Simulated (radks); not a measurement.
O III, configuration 1s1 2s2 2p2 3p1 (not the ground configuration).

All-electron calculation, non-relativistic Kohn-Sham, SCAN, spin-polarised, spherical densities, point nucleus; open shells are filled with parallel spins first; meta-GGA in the generalised Kohn-Sham scheme. Program: a radial shooting solver on a logarithmic mesh with Libxc functionals.

Energy parts (eV):
total: -1418.734
kinetic: 1415.684
electron-nucleus: -3192.097
Hartree: 511.822
exchange-correlation: -154.143

Orbitals (lengths in bohr, moments of r in powers of bohr; <r^-3> diverges for s and p1/2; r(max) is where P^2 peaks; r(90%) holds 90 % of the orbital's charge):
| orbital | occ. | eigenvalue (eV) | r(90%) | <r> | r(max) | <r^-3> |
|---|---|---|---|---|---|---|
| 1s up | 1 | -660.7203 | 0.340 | 0.1908 | 0.1256 | - |
| 2s up | 1 | -80.7000 | 1.41 | 0.9057 | 0.7475 | - |
| 2s down | 1 | -71.6006 | 1.49 | 0.9545 | 0.7828 | - |
| 2p up | 2 | -66.4869 | 1.35 | 0.8224 | 0.6233 | 11.78 |
| 3p up | 1 | -16.3709 | 4.31 | 2.918 | 2.601 | 1.343 |

The highest occupied level is 3p up at -16.371 eV. Virial ratio -V/T = 2.00215. Spin moment in Bohr magnetons: 4. Summed over all electrons, <r^2> = 13.49 bohr^2, which gives a Langevin (diamagnetic) susceptibility term of -10.7 x 10^-6 cm^3/mol. The electron density at the nucleus is 185.1 e/bohr^3. The density falls to 0.001 e/bohr^3 at r = 3.94 bohr. The spin density at the nucleus is 161.4 e/bohr^3 (1s 160.1, 2s 1.3), a Fermi contact field of 8.46e+03 T.

Empty levels of this run are not shown, since the potential may be unsettled where no density lies.
